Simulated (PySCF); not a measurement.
Below is a simulated gas-phase C 1s photoelectron spectrum of `CC(C)(C)C#CB(O)O`.

Every computed line was given a Gaussian of 0.6 eV full width at half maximum and an area set by the number of equivalent atoms; the highest printed point is 100. Method used: PySCF 2.14.0, delta-SCF UKS SCAN, pcX-2 on the ionised atom, pcseg-1 elsewhere, spin-free X2C.

binding energy (eV), intensity and a bar:
```
    288.3          0 
    288.4          0 
    288.5          1 
    288.6          2 #
    288.7          5 #
    288.8          9 ###
    288.9         16 #####
    289.0         24 #######
    289.1         30 #########
    289.2         32 ##########
    289.3         31 #########
    289.4         28 ########
    289.5         26 ########
    289.6         26 ########
    289.7         31 #########
    289.8         39 ############
    289.9         49 ###############
    290.0         62 ##################
    290.1         76 #######################
    290.2         91 ###########################
    290.3        100 ##############################
    290.4         99 ##############################
    290.5         86 ##########################
    290.6         66 ####################
    290.7         46 ##############
    290.8         31 #########
    290.9         25 ########
    291.0         26 ########
    291.1         30 #########
    291.2         32 ##########
    291.3         30 #########
    291.4         25 #######
    291.5         18 #####
    291.6         11 ###
    291.7          5 ##
    291.8          2 #
    291.9          1 
    292.0          0 
    292.1          0
```

Problem. How many maxima does the curve show, and how many computed lines lie under it?

Solution. The curve has 3 maxima (at 289.2, 290.3 and 291.2 eV). Under it lie 4 lines from 4 inequivalent carbon sites. At this width some lines have no maximum of their own.

Problem. Decompose the envelope and assign each component. Numbering: `[CH3:1][C:2]([CH3:3])([CH3:4])[C:5]#[C:6][B:7]([OH:8])[OH:9]`.

Solution. 
| position (eV) | relative area | line | atoms | environment |
| --- | --- | --- | --- | --- |
| 289.20 | 1 | C 1s | C6 | alkyne carbon |
| 289.89 | 1 | C 1s | C5 | alkyne carbon |
| 290.37 | 3 | C 1s | C1/C3/C4 | methyl carbon |
| 291.22 | 1 | C 1s | C2 | propargylic carbon |

Problem. What are the centre and the root-mean-square width of the whole band?

Solution. The area-weighted mean of the lines is 290.24 eV. Their own spread about it is 0.61 eV (rms) and each Gaussian has σ = 0.6/2.355 = 0.25 eV; the variances add, which gives 0.66 eV.

Lowest listed C 1s: C6, bonded to C (triple bond) and B. Highest, 2.02 eV above it: C2, bonded to 4 C. The widest gap between neighbouring values is 0.85 eV, between 290.37 and 291.22 eV.

Shake-up satellites, vibrational structure and lifetime widths aren't simulated. Topologically equivalent atoms share the value of their first member; where this conformer doesn't relate them by symmetry, their own values could differ. The unrestricted hole states depart most from a pure doublet (⟨S²⟩ = 0.75; over 0.85 named) for C 1s of C5 (0.87), which makes this value less certain. Geometry: PBE0-D3(BJ)/def2-SVP, one conformer, isolated molecule.

Shape of the structure used: `[CH3:1][C:2]([CH3:3])([CH3:4])[C:5]#[C:6][B:7]([OH:8])[OH:9]`: H–O8–B7–C6 180°, H–O9–B7–C6 180°.
